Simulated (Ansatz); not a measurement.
Consider the formal exchange of groups at the Se–Ge bond: `C[O][Ge]([F])([Cl])[SeH]` + `C=CC` → `C=C(C)[SeH]` + `C[O][GeH]([F])[Cl]`.

Computed with Ansatz on PBE0-D4/def2-TZVP structures; ΔE is electronic, products minus reactants. CCSD(T)/CBS is the MP2 limit (def2-TZVPP, def2-QZVPP) plus CCSD(T) − MP2 in def2-TZVPP, frozen cores. Functionals use def2-TZVPP. B3LYP here is the variant with VWN-RPA as its local correlation; programs differ in this. For Ge, Se outer-core shells are correlated without core-valence functions, which leaves a few kJ/mol of doubt a bond. Scalar relativity is left out up to krypton. Each species was taken in one conformer, which may not be the lowest.

`C[O][Ge]([F])([Cl])[SeH]`:

Cartesian coordinates in Å:
```
C -0.711 -1.521 -0.194
O -0.354 -0.391 0.590
Ge 0.343 1.013 -0.180
F 1.682 0.439 -1.112
Cl -0.976 1.877 -1.613
Se 0.963 2.572 1.406
H -1.493 -1.274 -0.918
H 0.152 -1.931 -0.725
H -1.097 -2.276 0.493
H 1.491 1.492 2.254
```

`C=CC`:

Cartesian coordinates in Å:
```
C 0.939 0.920 0.436
C 0.465 -0.268 0.088
C -0.928 -0.535 -0.365
H 0.314 1.808 0.411
H 1.966 1.050 0.758
H 1.130 -1.129 0.130
H -0.938 -0.966 -1.371
H -1.422 -1.260 0.290
H -1.526 0.378 -0.378
```

`C=C(C)[SeH]`:

Cartesian coordinates in Å:
```
C -1.080 -0.810 0.774
C 0.011 -0.280 0.235
C 0.025 0.971 -0.575
Se 1.704 -1.099 0.584
H -1.060 -1.733 1.341
H -2.039 -0.315 0.660
H -0.986 1.368 -0.685
H 0.430 0.784 -1.575
H 0.656 1.733 -0.110
H 2.339 -0.620 -0.651
```

`C[O][GeH]([F])[Cl]`:

Cartesian coordinates in Å:
```
C 0.495 0.936 -0.961
O 0.772 0.289 0.267
Ge -0.289 -0.940 0.905
F 0.197 -1.098 2.543
Cl -2.305 -0.244 0.887
H 0.530 0.239 -1.807
H -0.482 1.428 -0.949
H 1.266 1.693 -1.108
H -0.184 -2.303 0.224
```

```json
{"level": "PBE-D4", "ΔE (kJ/mol)": "97.8", "difference from CCSD(T)/CBS": "-1.7"}
{"level": "r2SCAN-D4", "ΔE (kJ/mol)": "100.1", "difference from CCSD(T)/CBS": "0.6"}
{"level": "PBE0-D4", "ΔE (kJ/mol)": "100.6", "difference from CCSD(T)/CBS": "1.1"}
{"level": "B3LYP-D4", "ΔE (kJ/mol)": "101.9", "difference from CCSD(T)/CBS": "2.4"}
{"level": "ωB97X-V", "ΔE (kJ/mol)": "99.5", "difference from CCSD(T)/CBS": "0.0"}
{"level": "ωB97M-V", "ΔE (kJ/mol)": "101.3", "difference from CCSD(T)/CBS": "1.8"}
{"level": "B2PLYP", "ΔE (kJ/mol)": "99.9", "difference from CCSD(T)/CBS": "0.4"}
{"level": "PBE", "ΔE (kJ/mol)": "97.5", "difference from CCSD(T)/CBS": "-2.0"}
{"level": "r2SCAN", "ΔE (kJ/mol)": "99.9", "difference from CCSD(T)/CBS": "0.4"}
{"level": "PBE0", "ΔE (kJ/mol)": "100.1", "difference from CCSD(T)/CBS": "0.6"}
{"level": "B3LYP", "ΔE (kJ/mol)": "101.5", "difference from CCSD(T)/CBS": "2.0"}
{"level": "HF/def2-TZVPP", "ΔE (kJ/mol)": "107.0", "difference from CCSD(T)/CBS": "7.5"}
{"level": "MP2/def2-TZVPP", "ΔE (kJ/mol)": "95.1", "difference from CCSD(T)/CBS": "-4.4"}
{"level": "SCS-MP2/def2-TZVPP", "ΔE (kJ/mol)": "94.7", "difference from CCSD(T)/CBS": "-4.8"}
{"level": "CCSD/def2-TZVPP", "ΔE (kJ/mol)": "98.3", "difference from CCSD(T)/CBS": "-1.2"}
{"level": "CCSD(T)/def2-TZVPP", "ΔE (kJ/mol)": "96.8", "difference from CCSD(T)/CBS": "-2.7"}
{"level": "HF/def2-QZVPP", "ΔE (kJ/mol)": "105.8", "difference from CCSD(T)/CBS": "6.3"}
{"level": "MP2/def2-QZVPP", "ΔE (kJ/mol)": "96.2", "difference from CCSD(T)/CBS": "-3.3"}
{"level": "SCS-MP2/def2-QZVPP", "ΔE (kJ/mol)": "95.3", "difference from CCSD(T)/CBS": "-4.2"}
{"level": "HF/CBS(def2)", "ΔE (kJ/mol)": "105.6", "difference from CCSD(T)/CBS": "6.1"}
{"level": "MP2/CBS(def2)", "ΔE (kJ/mol)": "97.8", "difference from CCSD(T)/CBS": "-1.7"}
{"level": "CCSD/CBS(def2)", "ΔE (kJ/mol)": "101.0", "difference from CCSD(T)/CBS": "1.5"}
{"level": "CCSD(T)/CBS", "ΔE (kJ/mol)": "99.5", "difference from CCSD(T)/CBS": "0"}
```

Largest T1 diagnostic among the species: 0.012.

In def2-TZVPP, CCSD(T) changes the Hartree–Fock value by −10.2 kJ/mol (the triples alone add −1.5 kJ/mol) and MP2 by −11.9 kJ/mol.
